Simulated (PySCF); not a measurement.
Acridine, C13H9N.
Structure used (PBE0-D3(BJ)/def2-SVP), in Å, numbered top down from 1:
```xyz
23
C13H9N angstrom
C      4.430   -0.761   -0.490
C      4.368    0.604   -0.090
C      3.164    1.223    0.104
C      1.939    0.514   -0.089
N      0.786    1.155    0.111
C     -0.362    0.497   -0.068
C     -1.593    1.189    0.147
C     -2.791    0.552   -0.026
C     -2.840   -0.815   -0.424
C     -1.684   -1.515   -0.641
C     -0.415   -0.886   -0.472
C      0.798   -1.546   -0.678
C      2.006   -0.869   -0.494
C      3.281   -1.478   -0.687
H      5.403   -1.234   -0.639
H      5.298    1.159    0.061
H      3.089    2.268    0.410
H     -1.529    2.235    0.452
H     -3.726    1.092    0.142
H     -3.809   -1.302   -0.555
H     -1.714   -2.564   -0.947
H      0.803   -2.596   -0.985
H      3.321   -2.527   -0.993
```

Probes without a nucleus sit at each ring's centroid and 1 Å off its mean plane on both sides; NICS is minus the shielding there, NICSzz its component along the normal. Level: GIAO PBE0/pcSseg-1 (PySCF, non-relativistic, gas phase) on the PBE0-D3(BJ)/def2-SVP geometry, one conformer.

Ring bond lengths (Å), with Mayer bond orders in brackets: C1–C2 1.424 (1.25), C2–C3 1.368 (1.60), C3–C4 1.429 (1.27), C4–C13 1.442 (1.10), C13–C14 1.426 (1.21), C14–C1 1.369 (1.60); C4–N5 1.335 (1.46), N5–C6 1.335 (1.46), C6–C11 1.442 (1.10), C11–C12 1.396 (1.35), C12–C13 1.396 (1.35), C13–C4 1.442 (1.10); C6–C7 1.429 (1.27), C7–C8 1.368 (1.60), C8–C9 1.424 (1.25), C9–C10 1.369 (1.60), C10–C11 1.426 (1.21), C11–C6 1.442 (1.10).

Question: Give the NICS values of each ring in ppm.

Answer: 
| ring | type | NICS(0) | NICS(1), two faces | NICS(1)zz, two faces | rms pucker (Å) | centre to ring atoms, mean (Å) |
| --- | --- | --- | --- | --- | --- | --- |
| C1–C2–C3–C4–C13–C14 | 6-membered carbocycle; formal bonds all aromatic | -7.7 | -10.8 / -10.9 | -26.7 / -26.7 | 0.00 | 1.41 |
| C4–N5–C6–C11–C12–C13 | 6-membered ring with N; formal bonds all aromatic | -10.6 | -13.8 / -13.8 | -34.0 / -34.0 | 0.00 | 1.39 |
| C6–C7–C8–C9–C10–C11 | 6-membered carbocycle; formal bonds all aromatic | -7.7 | -10.9 / -10.9 | -26.8 / -26.8 | 0.00 | 1.41 |

Question: What can be read from them?

Answer: 
- C1–C2–C3–C4–C13–C14: mean NICS(1)zz -26.7 ppm, shielded, aromatic by this magnetic criterion (flat ring, no four-coordinate atom), though in fused rings the probe also feels the neighbouring ring.
- C4–N5–C6–C11–C12–C13: mean NICS(1)zz -34.0 ppm, shielded. The ring is flat and has no four-coordinate atom; by the NICS criterion it is aromatic, though in fused rings the probe also feels the neighbouring ring.
- C6–C7–C8–C9–C10–C11: mean NICS(1)zz -26.8 ppm, shielded, aromatic by this magnetic criterion (flat ring, no four-coordinate atom), though in fused rings the probe also feels the neighbouring ring.

Question: How equal are the bonds by HOMA? HOMA = 1 − mean of α(R − Ropt)² over the ring bonds, with Krygowski's 1993 parameters (CC: Ropt 1.388 Å, α 257.7 Å⁻²; CN: Ropt 1.334 Å, α 93.52 Å⁻²).

Answer: 
- C1–C2–C3–C4–C13–C14: HOMA 0.65 = 1 − EN − GEO, with mean bond length 1.410 Å, EN = α(Ropt − mean)² = 0.122 and GEO = α × variance = 0.229.
- C4–N5–C6–C11–C12–C13: HOMA 0.74; the largest term is that of C13–C4, α(R − Ropt)² = 0.76. The geometric and the magnetic index point the same way.
- C6–C7–C8–C9–C10–C11: HOMA 0.65 = 1 − EN − GEO, with mean bond length 1.410 Å, EN = α(Ropt − mean)² = 0.122 and GEO = α × variance = 0.228.

Question: At the second NICS(1) probe listed for ring C4–N5–C6–C11–C12–C13, 1 Å off the ring, how large is the induced field along the normal in 1 T applied along it?

Answer: NICSzz × B0 = -34.0 ppm × 1 T = -34 μT, against the applied field.

Question: List the ring angles and the Hirshfeld charges of the ring atoms.

Answer: 
- C1–C2–C3–C4–C13–C14: C1 120.4° (-0.048 e), C2 120.8° (-0.043 e), C3 120.7° (-0.049 e), C4 118.3° (+0.053 e), C13 119.3° (-0.011 e), C14 120.5° (-0.048 e); sum 720.0° against 720° for a flat convex ring.
- C4–N5–C6–C11–C12–C13: C4 122.9° (+0.053 e), N5 119.1° (-0.158 e), C6 122.8° (+0.053 e), C11 117.5° (-0.011 e), C12 120.2° (-0.029 e), C13 117.5° (-0.011 e); sum 720.0° against 720° for a flat convex ring.
- C6–C7–C8–C9–C10–C11: C6 118.4° (+0.053 e), C7 120.7° (-0.049 e), C8 120.8° (-0.043 e), C9 120.4° (-0.048 e), C10 120.5° (-0.048 e), C11 119.3° (-0.011 e); sum 720.0° against 720° for a flat convex ring.

Question: How do the values depend on the level or the medium?

Answer: 
| level | NICS(0), C1–C2–C3–C4–C13–C14 | mean NICS(1)zz, C1–C2–C3–C4–C13–C14 | NICS(0), C4–N5–C6–C11–C12–C13 | mean NICS(1)zz, C4–N5–C6–C11–C12–C13 | NICS(0), C6–C7–C8–C9–C10–C11 | mean NICS(1)zz, C6–C7–C8–C9–C10–C11 |
| --- | --- | --- | --- | --- | --- | --- |
| PBE0/pcSseg-1, gas | -7.7 | -26.7 | -10.6 | -34.0 | -7.7 | -26.8 |
| mPW1PW91/pcSseg-1, gas | -7.7 | -26.7 | -10.7 | -34.0 | -7.7 | -26.7 |

The geometry is the same throughout.
